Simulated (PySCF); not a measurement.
Job for PySCF: D3(BJ) and D4 dispersion corrections on Cl3Ga (SMILES [Cl][Ga]([Cl])[Cl]).

```python
from pyscf import gto
from pyscf.dispersion import dftd3, dftd4

mol = gto.M(
    atom='''
    Ga   -0.00006188   -0.00000000    0.00000000
    Cl    2.13438864    0.00000000   -0.00000000
    Cl   -1.06716338    1.84855359   -0.00000000
    Cl   -1.06716338   -1.84855359   -0.00000000
    ''',
    basis='def2-svp',
    charge=0, spin=0, verbose=0, max_memory=1800)
d3, d4 = {}, {}
for xc in ['hf', 'pbe', 'blyp', 'revpbe', 'tpss', 'r2scan', 'b3lyp', 'pbe0', 'bhlyp', 'camb3lyp', 'b2plyp']:
    d3[xc] = float(dftd3.DFTD3Dispersion(mol, xc=xc, version='d3bj', atm=False).get_dispersion()['energy'])
    print(f'D3(BJ) {xc:10s} {d3[xc]:14.8f} Eh')
for xc in ['hf', 'pbe', 'blyp', 'revpbe', 'tpss', 'r2scan', 'b3lyp', 'pbe0', 'bhlyp', 'camb3lyp', 'b2plyp']:
    d4[xc] = float(dftd4.DFTD4Dispersion(mol, xc={'camb3lyp': 'cam-b3lyp'}.get(xc, xc), atm=True).get_dispersion()['energy'])
    print(f'D4     {xc:10s} {d4[xc]:14.8f} Eh')
```

It printed:

```
D3(BJ) hf            -0.03337772 Eh
D3(BJ) pbe           -0.00432727 Eh
D3(BJ) blyp          -0.01040543 Eh
D3(BJ) revpbe        -0.00942511 Eh
D3(BJ) tpss          -0.00595890 Eh
D3(BJ) r2scan        -0.00126692 Eh
D3(BJ) b3lyp         -0.00882666 Eh
D3(BJ) pbe0          -0.00425766 Eh
D3(BJ) bhlyp         -0.00817188 Eh
D3(BJ) camb3lyp      -0.00468755 Eh
D3(BJ) b2plyp        -0.00489519 Eh
D4     hf            -0.01555831 Eh
D4     pbe           -0.00547590 Eh
D4     blyp          -0.01134693 Eh
D4     revpbe        -0.01175394 Eh
D4     tpss          -0.00731261 Eh
D4     r2scan        -0.00120720 Eh
D4     b3lyp         -0.00904813 Eh
D4     pbe0          -0.00475656 Eh
D4     bhlyp         -0.00872165 Eh
D4     camb3lyp      -0.00505122 Eh
D4     b2plyp        -0.00382068 Eh
```

The run finished.

Cost: around 0.020 core-seconds (rough).
